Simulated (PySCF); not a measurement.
**Trend along the sixth-period p block: MCs cations**

r²SCAN with double-zeta basis sets in PySCF, for the lowest determinant that a PBE0 search found; no spin–orbit coupling. De refers to high-spin ground-configuration atoms (the charge goes to the atom of lower measured ionisation energy or higher electron affinity, which is not always the lowest computed limit). A positive dipole points towards Cs; it is taken about the centre of mass and depends on that origin.

| M | basis | charged atom | state (unpaired electrons) | Re (Å) | ωe (cm⁻¹) | De (eV) | μ (D) |
| --- | --- | --- | --- | --- | --- | --- | --- |
| Tl | def2-SVP | Cs+ | doublet (σ ↑) | 4.495 | 34.9 | n/a | 9.28 |
| Pb | def2-SVP | Cs+ | triplet (σ ↑, π ↑) | 4.343 | 34.6 | n/a | 10.33 |
| Bi | def2-SVP | Cs+ | quartet (σ ↑, π ↑↑) | 4.314 | 29.5 | n/a | 10.99 |

The shortest bond is that of CsBi⁺ (4.314 Å), the longest that of CsTl⁺ (4.495 Å).

The state changes along the series, so neighbouring rows are not always alike in their bonding.

These are scalar-relativistic numbers at best; spin–orbit coupling would shift them, the dissociation energy most. States were picked by a PBE0 search and need not be the measured ground states.
